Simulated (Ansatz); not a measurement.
C$_{7}$H$_{9}$F$_{9}$O$_{4}$Si (`CO[Si](OCC(F)(F)F)(OCC(F)(F)F)OCC(F)(F)F`), charge 0, multiplicity 1.

Task: Give a relaxed structure at PBE0-D4/def2-TZVP (Ansatz). (An estimate is asked.)

Result: Ansatz gave: 
Z-matrix (Å, degrees):
```
C
O 1 1.417
H 1 1.093 2 110.5
H 1 1.090 2 107.9 3 -118.9
H 1 1.093 2 111.1 3 121.5
Si 2 1.610 1 126.1 3 -73.0
O 6 1.631 2 106.8 1 -175.3
O 6 1.630 2 117.2 1 67.2
O 6 1.622 2 107.2 1 -51.5
C 7 1.396 6 126.5 2 41.8
C 8 1.394 6 127.8 2 80.5
C 9 1.394 6 127.4 2 169.1
C 10 1.514 7 110.4 6 105.3
H 10 1.094 7 112.7 6 -15.5
H 10 1.093 7 109.6 6 -136.6
C 11 1.515 8 111.0 6 -96.5
H 11 1.093 8 109.2 6 145.3
H 11 1.094 8 112.5 6 24.4
C 12 1.513 9 109.0 6 -143.3
H 12 1.095 9 112.5 6 -24.4
H 12 1.094 9 110.8 6 98.2
F 13 1.335 10 112.0 7 59.1
F 13 1.337 10 109.8 7 178.9
F 13 1.338 10 111.8 7 -61.4
F 16 1.338 11 109.6 8 -178.0
F 16 1.338 11 111.7 8 62.5
F 16 1.334 11 112.1 8 -58.1
F 19 1.339 12 109.5 9 -179.4
F 19 1.334 12 112.1 9 -59.7
F 19 1.336 12 111.8 9 61.1
```
This is one stationary point; other conformers may exist.
